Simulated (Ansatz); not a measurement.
Two structures of Si$_{3}$N$_{2}$H$_{9}$ClF, doublet, reached by relaxing down either side of one saddle point (PBE0-D4/def2-TZVP). Energies are electronic, without zero-point energy. Computed with Ansatz 0.2.0 (basis: def2-TZVPP and def2-QZVPP); correlated methods freeze the cores; orbitals are unrestricted. Extrapolation: Hartree–Fock as exp(−7.88 √X), correlation as X^−2.97. First:

Si1  (0.506, 1.605, 0.109)
N2  (1.477, 0.217, -0.306)
Si3  (1.133, -0.712, -1.767)
N4  (-1.129, 1.127, 0.007)
Si5  (-2.052, -0.029, 0.951)
Cl6  (1.115, 2.170, 1.996)
H7  (1.143, -0.956, 0.957)
F8  (0.886, -1.617, 1.586)
H9  (2.468, 0.349, -0.132)
H10  (-0.010, -1.615, -1.513)
H11  (0.811, 0.183, -2.909)
H12  (2.360, -1.486, -2.072)
H13  (-1.707, 1.766, -0.521)
H14  (-1.970, -1.391, 0.371)
H15  (-1.568, -0.046, 2.349)
H16  (-3.463, 0.436, 0.895)
(Å)

Second:

```xyz
16
angstrom
Si 0.8161 1.2143 0.8610
N 1.4401 -0.6133 -0.2142
Si 0.8378 -0.5489 -1.8880
N -0.8268 0.9318 0.3770
Si -1.8719 -0.3700 0.8282
Cl 0.7323 3.2059 1.6032
H 1.0860 -1.4039 0.3187
F 1.0914 0.3668 2.2091
H 2.4510 -0.6212 -0.1371
H -0.5035 -1.1694 -1.9030
H 0.8137 0.8687 -2.3074
H 1.7589 -1.3136 -2.7683
H -1.3085 1.8015 0.1864
H -1.0624 -1.6193 0.8553
H -2.5047 -0.2082 2.1639
H -2.9494 -0.5211 -0.1849
```

(1) Which bonds change from the first to the second?

(2) Give the saddle point's structure and its height above each. (Judge from chemistry; the value comes from the calculation.)

No T1 diagnostic of these runs exceeds 0.014. ⟨S²⟩ of the unrestricted Hartree–Fock references: 0.75 to 0.76 (a pure state has 0.75).

Results:

(1) Si₃N₂H₈Cl ([SiH3][NH][Si]([Cl])[NH][SiH3]) + HF → Si₂NH₄ClF ([F][Si]([Cl])[NH][SiH3]) + SiNH₅ ([NH2][SiH3]) (still joined by a long Si–N bond); bonds formed: Si1–F8, N2–H7; bonds broken: H7–F8; bonds weakened to dative contacts: Si1–N2.

(2) By the calculation: 0.732 eV above the first and 1.415 eV above the second (CCSD(T) at an estimated basis limit (MP2 extrapolated from triple and quadruple zeta, plus CCSD(T) − MP2 in triple zeta)).
```tsv
atom	x (Å)	y (Å)	z (Å)
Si1	0.5594	1.3381	0.3675
N2	1.6113	-0.0360	-0.3052
Si3	1.1511	-0.7467	-1.8737
N4	-1.1001	1.0124	0.2083
Si5	-2.0854	-0.1820	1.0356
Cl6	1.4871	2.1437	2.0271
H7	1.1975	-0.6185	0.6414
F8	0.3990	-0.5131	1.5870
H9	2.5999	0.1821	-0.2248
H10	-0.0381	-1.5908	-1.6418
H11	0.8599	0.3377	-2.8401
H12	2.3071	-1.5511	-2.3350
H13	-1.6107	1.7002	-0.3265
H14	-1.8275	-1.5654	0.5717
H15	-2.0417	-0.0843	2.5103
H16	-3.4687	0.1740	0.5978
```

Steps of this kind, hydrogen fluoride cutting a network bond, underlie vapour etching and the fluorination step of atomic layer etching. Here a small cluster stands in for the surface site.

Labels in which every atom is bracketed show which atoms are joined, not bond orders.

For scale, one of the runs: CCSD(T)/def2-TZVPP, 387 basis functions, launched by `ansatz run in.yaml --threads 5 --pin off --events-out ev --progress --plain --max-ram 66560MiB --backend cuda --devices 0, --max-vram 37GiB`. The run took 110 s on 5 CPU threads of an AMD EPYC 7R13 and a share of one NVIDIA H100 (shared host), with 1.7 GiB of host memory at its peak.
